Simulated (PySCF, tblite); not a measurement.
Species: C4H3F6NOSi.
Geometry (GFN2-xTB, Å), atoms numbered from 1 in this order:
```
atom  x, y, z in Å
N1    -2.444    1.502   -2.054
C2    -1.950    1.154   -1.088
C3    -1.298    0.699    0.138
O4     0.064    0.558   -0.062
Si5    1.125   -0.575    0.417
C6     2.714    0.214   -0.354
F7     2.977    1.449    0.111
F8     3.799   -0.531   -0.060
F9     2.683    0.311   -1.693
C10   -1.955   -0.620    0.575
F11   -1.411   -1.064    1.716
F12   -3.259   -0.466    0.796
F13   -1.803   -1.587   -0.326
H14   -1.489    1.436    0.937
H15    0.926   -1.875   -0.206
H16    1.315   -0.595    1.862
```

Method: PBE0/pcSseg-1 in PySCF (dipole) on a GFN2-xTB geometry, gas phase.

Take the most abundant isotopes and a rigid rotor. The values belong to one conformer with, in the numbering `[N:1]#[C:2][C@H:3]([O:4][SiH2:5][C:6]([F:7])([F:8])[F:9])[C:10]([F:11])([F:12])[F:13]`, C2–C3–O4–Si5 -139°, C3–O4–Si5–C6 -179°.

(1) What are A, B and C (MHz)?

(2) Classify the top.

(3) What does the inertial defect say?

(4) Predict some low-J microwave lines.

(5) Estimate the classical rotational partition function at 25 K, 200 K and 298.15 K.

Results:

(1) Ia = 396.19, Ib = 1314.97, Ic = 1515.16 u·Å²; 505379 MHz·u·Å²/I gives A = 1276, B = 384.3, C = 333.5 MHz.

(2) An asymmetric top: κ = (2 × 384.3 − 1276 − 333.5)/(1276 − 333.5) = -0.89.

(3) Not planar: Δ = Ic − Ia − Ib = -196.00 u·Å². For a rigid frame Δ = −2 Σ m c², so Σ m c² = 98.00 u·Å² lies off the ab plane: 6.02 from hydrogen and 91.98 from heavier atoms. The atom farthest from that plane is 1.75 Å away.

(4) The dipole components are |μa| = 1.25 D, |μb| = 3.23 D, |μc| = 1.60 D. The squared components, which scale the intensities, stand as 0.15 : 1.00 : 0.24 (a : b : c). Some lines, for components of 0.1 D or more:

```tsv
type	branch	J(Ka,Kc)	MHz	lower level (cm⁻¹)
b	Q	4(1,3) ← 4(0,4)	1196	0.238
b	R	5(1,4) ← 4(2,3)	1206	0.362
b	Q	5(1,4) ← 5(0,5)	1354	0.357
a	R	2(0,2) ← 1(0,1)	1434	0.024
b	Q	3(2,1) ← 3(1,2)	2610	0.179
a	R	4(0,4) ← 3(0,3)	2851	0.143
a	R	4(2,2) ← 3(2,1)	2891	0.266
b	R	3(1,3) ← 2(0,2)	2919	0.072
a	R	5(0,5) ← 4(0,4)	3548	0.238
a	R	5(4,2) ← 4(4,1)	3594	0.729
a	R	5(4,1) ← 4(4,0)	3594	0.729
c	R	5(1,4) ← 4(0,4)	4903	0.238
b	R	4(2,3) ← 3(1,2)	5469	0.179
c	Q	4(4,1) ← 4(3,1)	6413	0.515
c	R	5(2,4) ← 4(1,4)	6592	0.261
b	R	4(3,2) ← 3(2,1)	7450	0.266
c	R	4(3,2) ← 3(2,2)	7460	0.266
b	R	4(4,1) ← 3(3,0)	9289	0.419
c	R	4(4,0) ← 3(3,0)	9289	0.419
c	R	4(4,1) ← 3(3,1)	9289	0.419
c	R	5(4,2) ← 4(3,2)	10007	0.515
```

(5) Point group C1, symmetry number σ = 1; q = (√π/σ)·√((kT/h)³/(ABC)), k/h = 20836.6 MHz/K: 52100 at 25 K, 1180000 at 200 K, 2150000 at 298.15 K.

Its lowest GFN2-xTB frequency is 11 cm⁻¹, too small to tell a flat minimum from a shallow saddle. Constants of a rigid frame at the computed geometry: no zero-point averaging, no centrifugal distortion. Quadrupole hyperfine structure (14N) is left out.
